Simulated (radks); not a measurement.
Task: These are the eigenvalues of the occupied orbitals of an atom or ion with whole-number occupations (hartree). All-electron calculation, Dirac Kohn-Sham, LB94 model potential, spin-unpolarised, spherical densities, finite nucleus; Fermi nuclear charge, rms radius of each element as measured or else 0.836 A^(1/3) + 0.57 fm. Program: a radial shooting solver on a logarithmic mesh with Libxc functionals.

1s1/2: -2214.491
2s1/2: -454.6236
2p1/2: -438.7825
2p3/2: -404.4537
3s1/2: -167.8260
3p1/2: -161.3937
3p3/2: -153.2380
3d3/2: -143.2617

Which element is it, and in what charge state? The configuration may be excited. Open shells, if any, fill j = l - 1/2 first.

Result: Z = 68, erbium, charge +46: Er46+ in [Ar] 3d4. The list shows which subshells hold electrons but not how many an open one holds; the 1s level, -2214.5 hartree, gives Z - s = 66.6 by -(Z - s)^2/2, which with screening and relativity narrows Z to a few neighbours, and the depths of the outer levels then fix element, charge and occupations together.
